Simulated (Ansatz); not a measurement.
Two isomers of FH7OSi3: A = `F[SiH2]O[SiH2][SiH3]`, B = `O[SiH](F)[SiH2][SiH3]`.

Calculated with Ansatz (gas phase, PBE0-D4/def2-TZVP geometries, no zero-point term in ΔE). CBS: MP2 limit from def2 TZ/QZ plus the TZ coupled-cluster correction, frozen cores. Functionals use def2-TZVPP. B3LYP here is the variant with VWN-RPA as its local correlation; programs differ in this. Each species was taken in one conformer, which may not be the lowest.

Which is lower in electronic energy at CCSD(T)/CBS, and by how much? (Estimate.)

The calculation gave: A, by 100.6 kJ/mol.

Give E(B) − E(A) in kJ/mol with PBE-D4, MP2/def2-TZVPP, B2PLYP, ωB97M-V, B3LYP-D4, PBE0-D4, r2SCAN-D4. (Estimate.)

Computed: PBE-D4 71.7, MP2/def2-TZVPP 107.2, B2PLYP 104.3, ωB97M-V 101.0, B3LYP-D4 100.3, PBE0-D4 81.5, r2SCAN-D4 91.3. None reverses the order clearly.

Largest T1 diagnostic: 0.013.

From PBE to PBE0 (25 % exact exchange), in def2-TZVPP and without D4, E(B) − E(A) moves by +9.9 kJ/mol. In def2-TZVPP, CCSD(T) changes the Hartree–Fock value by −28.7 kJ/mol (the triples alone add −4.4 kJ/mol) and MP2 by −22.4 kJ/mol.
